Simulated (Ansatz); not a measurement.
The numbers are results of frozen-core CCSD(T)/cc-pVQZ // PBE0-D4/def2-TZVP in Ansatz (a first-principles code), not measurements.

Ansatz 0.2 input:
```yaml
crystal:
  periodic: [false, false, false]
  atoms:
    - { symbol: O, position_ang: [-0.8196, -1.143115, -0.022367] }
    - { symbol: B, position_ang: [0.144531, -0.174384, -0.033889] }
    - { symbol: O, position_ang: [-0.082341, 1.173543, 0.127161] }
    - { symbol: O, position_ang: [1.424313, -0.595097, -0.220606] }
    - { symbol: H, position_ang: [-1.713668, -0.829564, 0.110122] }
    - { symbol: H, position_ang: [-0.995475, 1.430234, 0.256129] }
    - { symbol: H, position_ang: [2.04224, 0.138384, -0.21655] }
basis:
  gaussian: { orbitals: cc-pVQZ }
correlation:
  method: ccsd_t
```

Output:

```
Functional definition: HF
1880 factors; integrals over basis functions are off by at most 1.1e-3 eV
mean field evaluation 1: about -6834.0227 eV, gradient 5.2e1 eV
mean field evaluation 2: about -6834.0234 eV, gradient 5.2e1 eV
mean field evaluation 4: about -6838.5863 eV, gradient 2.7e0 eV
mean field evaluation 8: about -6838.6126 eV, gradient 2.2e-1 eV
mean field evaluation 16: about -6838.6105 eV, gradient 5.7e-1 eV
mean field -6838.61276264 eV, -251.3143836489 hartree, gradient 1.6e-6 eV, S^2 0.000000; 0 other end points of the search recorded, 0 dependent functions left out
4 core orbitals not correlated
reference -6838.61276264 eV, -251.3143836489 hartree; 12, 12 occupied and 294, 294 virtual orbitals, 1880 factors
second order -24.02103636 eV of doubles, -0.00000000 eV of singles
cycle   1  -23.52511494 eV  change    5.0e-1 eV  update   8.7e-2
cycle   2  -23.97968685 eV  change   -4.5e-1 eV  update   2.4e-2
cycle   3  -24.07697993 eV  change   -9.7e-2 eV  update   1.1e-2
cycle   4  -24.05972803 eV  change    1.7e-2 eV  update   2.4e-3
cycle   5  -24.05910987 eV  change    6.2e-4 eV  update   1.0e-3
cycle   6  -24.05952797 eV  change   -4.2e-4 eV  update   2.7e-4
cycle   7  -24.05934664 eV  change    1.8e-4 eV  update   9.2e-5
cycle   8  -24.05928624 eV  change    6.0e-5 eV  update   2.4e-5
cycle   9  -24.05928528 eV  change    9.6e-7 eV  update   7.3e-6
perturbative correction -0.89655991 eV, -0.0329479688 hartree
Total energy: -6863.56860783 eV, -252.2314940437 hartree
```

Cost: roughly 30 core-minutes.
